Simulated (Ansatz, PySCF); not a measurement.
(Z)-1,2-dichloro-1-fluoroprop-1-ene (C₃H₃Cl₂F), SMILES C/C(Cl)=C(\F)Cl. Atoms are numbered in the order given.

```xyz
9

C     -1.4608    -1.7043     0.0000
C     -0.3299    -0.7249     0.0000
Cl     1.2736    -1.3958     0.0000
C     -0.4916     0.6093     0.0000
F     -1.7118     1.1502     0.0000
Cl     0.7635     1.7803     0.0000
H     -2.4233    -1.1766     0.0000
H     -1.4055    -2.3516     0.8899
H     -1.4055    -2.3516    -0.8899
```

Geometry optimised at TPSSh-D3(BJ)/def2-SVP.

Two levels are set side by side: PBE-D3(BJ)/def2-SVP (Ansatz, an electronic-structure program) and TPSSh-D3(BJ)/def2-SVP (PySCF). Each level has its own optimised geometry; the coordinates shown are those of the second. Frequencies come from the Hessian of PySCF at each geometry. Differences are taken from unrounded values.

```csv
quantity,TPSSh-D3(BJ)
mean bond length (Å),1.366
bond C1–C2 (Å),1.496
bond C2–Cl3 (Å),1.738
bond C2–C4 (Å),1.344
bond C4–F5 (Å),1.335
bond C4–Cl6 (Å),1.717
bond C1–H7 (Å),1.098
bond C1–H8 (Å),1.102
bond C1–H9 (Å),1.102
highest harmonic wavenumber (cm⁻¹),3160
mean harmonic wavenumber (cm⁻¹),1128
zero-point energy (kcal/mol),33.87
```

**Question.** What does PBE-D3(BJ) give, and how far is it from TPSSh-D3(BJ)? (Estimate from the structure and the level; the computed values follow.)

**Answer.** 
```csv
quantity,PBE-D3(BJ),PBE-D3(BJ) minus TPSSh-D3(BJ)
mean bond length (Å),1.372,0.005
bond C1–C2 (Å),1.496,0.000
bond C2–Cl3 (Å),1.739,0.001
bond C2–C4 (Å),1.354,0.010
bond C4–F5 (Å),1.340,0.005
bond C4–Cl6 (Å),1.720,0.004
bond C1–H7 (Å),1.106,0.008
bond C1–H8 (Å),1.110,0.008
bond C1–H9 (Å),1.110,0.008
highest harmonic wavenumber (cm⁻¹),3097,-63
mean harmonic wavenumber (cm⁻¹),1098,-30
zero-point energy (kcal/mol),32.96,-0.91
```

GGA bonds tend to be longer and softer than those of functionals with exact exchange. Differences between two approximate levels are no errors against the true value.
